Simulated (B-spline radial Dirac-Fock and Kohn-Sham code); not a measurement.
# X-ray form factors of europium in several charge states

Calculated with an atomic code on a B-spline grid, using Dirac-Fock orbitals of the configuration average with a finite nucleus.

Configurations: Eu [Xe] 4f7 6s2; Eu⁺ [Xe] 4f7 6s1; Eu²⁺ [Xe] 4f7; Eu³⁺ [Xe] 4f6; Eu⁵⁺ [Kr] 4d10 4f5 5s2 5p5. The first column is f₀ of Eu, the others are differences from it.

```csv
s (Å⁻¹),Eu,Δ Eu⁺,Δ Eu²⁺,Δ Eu³⁺,Δ Eu⁵⁺
0,63.000,-1.000,-2.000,-3.000,-5.000
0.05,61.551,-0.572,-1.270,-2.198,-4.081
0.1,58.517,-0.055,-0.244,-0.990,-2.559
0.15,55.220,+0.064,+0.124,-0.400,-1.554
0.2,51.834,+0.036,+0.111,-0.219,-0.964
0.25,48.426,+0.007,+0.035,-0.163,-0.580
0.3,45.155,-0.005,-0.009,-0.136,-0.334
0.35,42.138,-0.007,-0.021,-0.118,-0.196
0.4,39.412,-0.005,-0.016,-0.101,-0.129
0.45,36.960,-0.002,-0.007,-0.082,-0.097
0.5,34.744,+0.001,+0.001,-0.060,-0.076
0.6,30.865,+0.003,+0.008,-0.013,-0.029
0.7,27.570,+0.002,+0.006,+0.022,+0.024
0.8,24.778,0.000,+0.002,+0.039,+0.059
0.9,22.457,-0.001,-0.002,+0.039,+0.068
1,20.564,-0.001,-0.003,+0.030,+0.059
1.1,19.035,-0.001,-0.003,+0.019,+0.042
1.2,17.789,-0.001,-0.002,+0.010,+0.025
1.4,15.843,0.000,0.000,+0.001,+0.007
1.6,14.246,0.000,0.000,+0.002,+0.006
```
